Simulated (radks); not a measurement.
Task: The calcium ion Ca+, [Ar] 4s1. Calculated with a radial shooting solver on a logarithmic mesh with Libxc functionals: non-relativistic Kohn-Sham, exchange-only LDA, spin-polarised, spherical densities, point nucleus. Every spin shell is full or empty, so the densities are truly spherical. Functionals are evaluated on that one density, not self-consistently. Rank these orbital-free kinetic functionals by their error against the exact value of the orbitals, and give that value: Thomas-Fermi, TF + vW, TF + vW/5, LC94, APBEK, Perdew 92, Thakkar, Pearson, Ernzerhof.

Result: Exact: 673.972 hartree. From best to worst, with 100 (|E| - |E exact|)/|E exact| (equal figures are ties): LC94 +0.07, Ernzerhof -0.14, APBEK +0.18, Thakkar -0.22, Perdew 92 -0.65, Pearson -1.42, TF + vW/5 +4.36, Thomas-Fermi -6.96, TF + vW +49.64.
